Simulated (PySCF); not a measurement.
```xyz
23

O     -3.1884     2.2499    -0.0413
C     -2.4288     1.4676     0.4918
C     -1.3924     0.6215    -0.2182
C     -1.6395    -0.8766     0.0538
C     -0.5543    -1.7527    -0.5822
C      0.8499    -1.3416    -0.1201
C      1.1202     0.1526    -0.3870
Si     2.8601     0.6781     0.1852
C      0.0249     1.0341     0.2440
H     -2.4424     1.3155     1.6198
H     -1.4983     0.8286    -1.3048
H     -1.6514    -1.0451     1.1551
H     -2.6436    -1.1665    -0.3202
H     -0.6150    -1.6635    -1.6896
H     -0.7416    -2.8205    -0.3429
H      0.9470    -1.5421     0.9716
H      1.6169    -1.9697    -0.6202
H      1.1000     0.3167    -1.4903
H      3.1071     2.1275    -0.1408
H      2.9880     0.4926     1.6756
H      3.9087    -0.1618    -0.4953
H      0.1960     2.1041     0.0015
H      0.0769     0.9512     1.3546
```

Charge 0, multiplicity 1.

Task: Give the Mulliken and meta-Löwdin atomic charges from PySCF with PBE-D3(BJ)/def2-TZVP // PBE-D3(BJ)/def2-SVP.

Result: 
| atom | Mulliken (e) | meta-Löwdin (e) |
|---|---|---|
| O1 | -0.22 | -0.36 |
| C2 | 0.05 | 0.26 |
| C3 | 0.09 | -0.11 |
| C4 | -0.22 | -0.20 |
| C5 | -0.14 | -0.20 |
| C6 | -0.21 | -0.20 |
| C7 | -0.10 | -0.28 |
| Si8 | 0.13 | 0.41 |
| C9 | -0.29 | -0.20 |
| H10 | 0.04 | 0.06 |
| H11 | 0.05 | 0.11 |
| H12 | 0.09 | 0.10 |
| H13 | 0.12 | 0.11 |
| H14 | 0.09 | 0.10 |
| H15 | 0.11 | 0.11 |
| H16 | 0.09 | 0.10 |
| H17 | 0.11 | 0.11 |
| H18 | 0.08 | 0.11 |
| H19 | -0.03 | -0.08 |
| H20 | -0.03 | -0.08 |
| H21 | -0.03 | -0.08 |
| H22 | 0.13 | 0.11 |
| H23 | 0.10 | 0.10 |
